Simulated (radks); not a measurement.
Problem. These are the eigenvalues of the occupied orbitals of an atom or ion with whole-number occupations (eV). Calculated with a radial shooting solver on a logarithmic mesh with Libxc functionals: Dirac Kohn-Sham, LDA (Slater exchange, Perdew-Wang correlation), spin-unpolarised, spherical densities, finite nucleus; Fermi nuclear charge, rms radius of each element as measured or else 0.836 A^(1/3) + 0.57 fm.

orbital  eigenvalue
1s1/2     -1514.449
2s1/2     -117.5642
2p1/2      -80.0667
2p3/2      -79.6244
3s1/2      -15.7164
3p1/2       -9.8596
3p3/2       -9.8335

Which element is it, and in what charge state? The configuration may be excited. Open shells, if any, are shared by 2j + 1.

Solution. Z = 13, aluminium, charge +1: Al+ in [Ne] 3s1 3p1. The list shows which subshells hold electrons but not how many an open one holds; the 1s level, -55.655 hartree, gives Z - s = 10.6 by -(Z - s)^2/2, which with screening and relativity narrows Z to a few neighbours, and the depths of the outer levels then fix element, charge and occupations together.
